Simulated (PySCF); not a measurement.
1,1,1-trifluoroethane (C2H3F3), SMILES CC(F)(F)F.

Geometry: B3LYP-D3(BJ)/def2-SVP.

All values below come from PySCF 2.14.0 with TDA-CAM-B3LYP/def2-SVPD.

Vertical excitations; the highest root listed may be one member of a degenerate set. Gas-phase values at a fixed geometry. State labels are in the subgroup Cs.

Computed lowest excited states:
| state | symmetry | energy (eV) | λ (nm) | f | main pairs |
|---|---|---|---|---|---|
| S1 | A' | 10.73 | 116 | 0.069 | HOMO→LUMO 96 % |
| S2 | A" | 11.15 | 111 | 0.056 | HOMO−2→LUMO (degenerate set) |
| S3 | A' | 11.15 | 111 | 0.056 | HOMO−1→LUMO (degenerate set) |
| S4 | A" | 11.51 | 108 | 0.000 | HOMO−3→LUMO 85 % |
| S5 | A' | 12.04 | 103 | 0.001 | HOMO→LUMO+1 91 % |
| S6 | A' | 12.12 | 102 | 0.072 | HOMO−1→LUMO+1, HOMO−4→LUMO, HOMO→LUMO+4, HOMO→LUMO+2 (degenerate set) |
| S7 | A" | 12.12 | 102 | 0.072 | HOMO−2→LUMO+1, HOMO−5→LUMO, HOMO→LUMO+5, HOMO→LUMO+3 (degenerate set) |
| S8 | A' | 12.27 | 101 | 0.041 | HOMO→LUMO+4, HOMO→LUMO+2 (degenerate set) |
| S9 | A" | 12.27 | 101 | 0.041 | HOMO→LUMO+5, HOMO→LUMO+3 (degenerate set) |
| S10 | A' | 12.56 | 99 | 0.037 | HOMO→LUMO+2 48 %, HOMO→LUMO+4 15 %, HOMO−1→LUMO+1 11 % |
| T1 | A' | 10.49 | 118 | 0 | HOMO→LUMO 92 % |
| T2 | A' | 10.71 | 116 | 0 | HOMO−1→LUMO (degenerate set) |
| T3 | A" | 10.71 | 116 | 0 | HOMO−2→LUMO (degenerate set) |
| T4 | A" | 11.37 | 109 | 0 | HOMO−3→LUMO 79 %, HOMO−3→LUMO+1 13 % |
Triplets are in the Tamm–Dancoff approximation.
